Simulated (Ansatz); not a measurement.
Energy difference R1 → P1 + P2, each structure at its B3LYP-D3(BJ)/def2-TZVP stationary point, reached from a drawn start (curvature not checked).
R1: HCl (SMILES Cl), charge 0, multiplicity 1.
P1: Cl atom, charge 0, multiplicity 2.
P2: H atom, charge 0, multiplicity 2.

P less R. No zero-point or thermal terms; singlets are restricted closed shells; open shells are unrestricted; no spin–orbit coupling.

Frozen-core correlation throughout. CBS(a, b) extrapolates the correlation energy as X⁻³ and adds the Hartree–Fock energy of set b.

Codes used: Ansatz (Gaussian basis) for Hartree–Fock, density functionals and correlated methods. Each number belongs to the level named beside it.

| level | reaction energy (kcal/mol) |
|---|---|
| HF/cc-pV(Q+d)Z | 76.94 |
| B97M-V/def2-TZVPP | 107.62 |
| wB97M-V/def2-TZVPP | 107.21 |
| MP2/cc-pV(T+d)Z | 104.89 |
| MP2/cc-pV(Q+d)Z | 106.88 |
| MP2/CBS(cc-pV(T+d)Z, cc-pV(Q+d)Z) | 108.23 |
| SCS-MP2/cc-pV(Q+d)Z | 106.79 |
| CCSD/cc-pV(T+d)Z | 103.08 |
| CCSD(T)/CBS(cc-pV(T+d)Z, cc-pV(Q+d)Z) | [?] |

Problem. What belongs in the gaps?

Solution. 
- CCSD(T)/CBS(cc-pV(T+d)Z, cc-pV(Q+d)Z), reaction energy (kcal/mol): 107.56

Ansatz is a first-principles code.
